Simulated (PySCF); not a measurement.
SiOF2, SMILES [Si](F)(=O)F.

Coordinates come from a PBE-D3(BJ)/def2-TZVP optimisation.

Level of theory: PBE-D3(BJ)/def2-TZVP (PySCF).

Frequencies are harmonic and unscaled.

Problem. Give all harmonic wavenumbers and intensities. (Estimate from the structure and the level; the computed values follow.)

Solution. 
```tsv
mode	ν (cm⁻¹)	IR (km/mol)	moving atoms (share of kinetic energy)
1	317	35.8	O 46 %, F 37 %, Si 17 %
2	332	16.1	F 78 %, Si 13 %, O 9 %
3	341	67.1	Si 65 %, F 18 %, O 17 %
4	789	30.3	F 71 %, O 23 %
5	950	174.1	F 52 %, Si 48 %
6	1277	130.1	O 48 %, Si 47 %
```
